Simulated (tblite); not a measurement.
C4H4NOSi (doublet state).
SMILES: `N#C[Si]1C=COC1`

Level: GFN2-xTB in tblite, geometry and Hessian alike; calculated harmonic values, unscaled, isolated species. Against measured fundamentals such values can be off by several per cent, at times by over 20. Open shells enter through the occupations alone, without spin polarisation, and single modes of such species can be off by tens of per cent.

Harmonic wavenumbers (cm⁻¹): 71.0, 91.6, 162.9, 290.1, 318.3, 397.5, 423.6, 641.4, 657.6, 721.2, 747.7, 785.3, 860.3, 866.2, 952.4, 1038.5, 1152.0, 1166.3, 1235.8, 1278.8, 1458.1, 1569.7, 2248.6, 2916.7, 2967.6, 3074.9, 3153.8.

A = 5834, B = 1417, C = 1233 MHz; mass 110.006 u (most abundant isotopes); point group C1, symmetry number 1; spin multiplicity 2.

Q: What is the zero-point energy?

A: Half the sum of the wavenumbers: 15624 cm⁻¹ = 44.67 kcal/mol.

Q: Give the ideal-gas entropy at 350 K and 1 bar in the rigid-rotor, harmonic-oscillator model (classical rotation).

A: Translation 40.82, rotation 28.32, vibration 20.39, spin (R ln 2) 1.38: S = 90.9 cal/(mol K).

Q: And Cp and H(350 K) − H(0)?

A: Cp = 29.96 cal/(mol K), of which vibrations give 22.01 (their classical limit is 27 R = 53.7); H(350 K) − H(0) = 6.62 kcal/mol without the zero-point energy, 3.84 from vibrations.

Q: Blend soft modes into free rotors: weight 1/[1 + (100 cm⁻¹/ν̃)⁴] for the oscillator and the rest for a rotor with moment μB/(μ + B), μ = h/(8π²ν), B = 10⁻⁴⁴ kg m². What vibrational entropy results?

A: 19.01 cal/(mol K) in place of 20.39, which changes −T·S at 350 K by +0.48 kcal/mol.

Q: How do the functions run with temperature in this model?

A: 
```csv
T (K),S (cal/(mol K)),Cp (cal/(mol K)),H − H(0) (kcal/mol),G − H(0) (kcal/mol),ln q(vib)
150,71.6,17.3,1.87,-8.86,1.64
250,81.9,23.8,3.92,-16.55,3.18
298.15,86.4,26.9,5.14,-20.61,3.93
400,95.1,32.6,8.19,-29.85,5.53
600,110.0,40.7,15.58,-50.41,8.63
900,128.0,47.8,28.95,-86.21,12.93
```

q(vib) and H(0) count from the zero-point level.

Q: What must be added to the electronic energy to get the Gibbs energy at 350 K and 1 bar?

A: ZPE + [H(350 K) − H(0)] − T·S = 44.67 + 6.62 − 31.82 = 19.47 kcal/mol.

Hindered rotation and anharmonicity are outside this model. The structure is chiral; the term R ln 2 for an equal mix with its mirror image is left out.
